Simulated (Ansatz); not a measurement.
A structure relaxed at PBE0-D4/def2-TZVP, charge 0, multiplicity 1:

```xyz
6

F     0.411   -1.689   -0.668
C     0.178   -0.391   -0.551
Br    0.354    0.560   -2.132
C    -0.151    0.119    0.633
F    -0.238   -0.693    1.680
I    -0.553    2.094    1.037
```

Q: Give its formula and SMILES.

A: C2BrF2I, `F/C(Br)=C(\F)I`.

Q: Point group (tolerance 0.08 Å, 0.16 Å for H)?

A: Cs.

Q: Summarise the bond lengths by kind.

A: 2 × C–F 1.323 to 1.328 Å; 1 × Br–C 1.854 Å; 1 × C–C 1.331 Å; 1 × C–I 2.055 Å.

Computed with Ansatz.
